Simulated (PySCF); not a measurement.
HNaO, SMILES [OH][Na].

Geometry: ωB97X-D3(BJ)/def2-TZVPD. The isomer is the one that the SMILES or the coordinates give; other isomers of the formula were not compared.

The numbers are results of B3LYP/def2-TZVPD run with PySCF, not measurements.

Computed frontier levels, gap, dipole moment and polarisability:
| Item | Result |
|---|---|
| highest occupied level | -5.06 eV |
| lowest empty level | -1.57 eV |
| orbital gap | 3.49 eV |
| dipole moment | 6.63 D |
| quadrupole, principal values (traceless, Buckingham form, about the centre of nuclear charge) | -3.21, -3.21, 6.42 D·Å |
| mean static polarisability | 22.2 bohr³ (3.29 Å³) |
| polarisability, principal values | 22.0, 22.4, 22.4 bohr³ |
